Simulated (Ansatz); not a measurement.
Ideal-gas functions of C$_{2}$H$_{4}$BN (`B1C=NC1`) at 500 K and 1 bar, from an Ansatz frequency run at PBE0-D4/def2-TZVP.

Molar mass 52.87 g/mol, point group C1 (symmetry number 1), electronic degeneracy 1, moments of inertia 29.512, 41.982, 63.812 u Å². Harmonic wavenumbers (cm⁻¹, unscaled): 380, 594, 745, 826, 866, 946, 956, 1018, 1091, 1135, 1175, 1307, 1470, 1538, 2646, 3109, 3181, 3195.

Use S(trans) = R[1.5 ln M + 2.5 ln T − 1.1517]; rotational temperatures θ = 24.2544 K / I; S(rot) = R[ln(√π/σ · √(T³/θAθBθC)) + 1.5]; for each mode x = 1.438777 ν̃/T, S = R[x/(eˣ − 1) − ln(1 − e⁻ˣ)] and H = RT x/(eˣ − 1); 1 cm⁻¹ = 0.0119627 kJ/mol; R = 8.31446 J/(mol·K).

Problem. By hand: the entropy, in J/(mol·K).

Solution. Translation 169.1. Rotation: θ = 0.8218, 0.5777, 0.3801 K, giving 101.9. Vibration, mode by mode: 7.97, 4.80, 3.40, 2.83, 2.59, 2.16, 2.11, 1.83, 1.55, 1.40, 1.28, 0.94, 0.64, 0.55, 0.04, 0.01, 0.01, 0.01, in all 34.1. Electronic 0.0. Sum 305.1 J/(mol·K).

Problem. By hand: H − E and G − E in kJ/mol, counted from the electronic energy.

Solution. Zero-point energy ½ × 26178 × 0.0119627 = 156.6; thermal vibration 11.8; translation, rotation and pV give 4 RT = 16.6. H − E = 185.0 kJ/mol, and G − E = 185.0 − 500 × 305.1/1000 = 32.4 kJ/mol.

Vibration gives 11 % of the entropy. The sum counts one conformer and one mirror image; others add a mixing term.
